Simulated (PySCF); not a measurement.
I₂, SMILES II (connectivity only; charge and spin as stated), charge -1, multiplicity 2. Atoms are numbered in the order given.

```xyz
2

I      0.0000     0.0000    -1.6134
I      0.0000     0.0000     1.6134
```
Charge -1, spin multiplicity 2.

Geometry optimised at PBE0-D3(BJ)/def2-TZVPD. The def2 effective core potentials stand for the cores of I; spin–orbit coupling is left out.

Method: PBE0-D3(BJ)/def2-TZVPD run with PySCF 2.14.0.

Frequencies are harmonic and unscaled.

```tsv
mode	ν (cm⁻¹)	IR (km/mol)	moving atoms (share of kinetic energy)
1	103	0.0	I 100 %
```
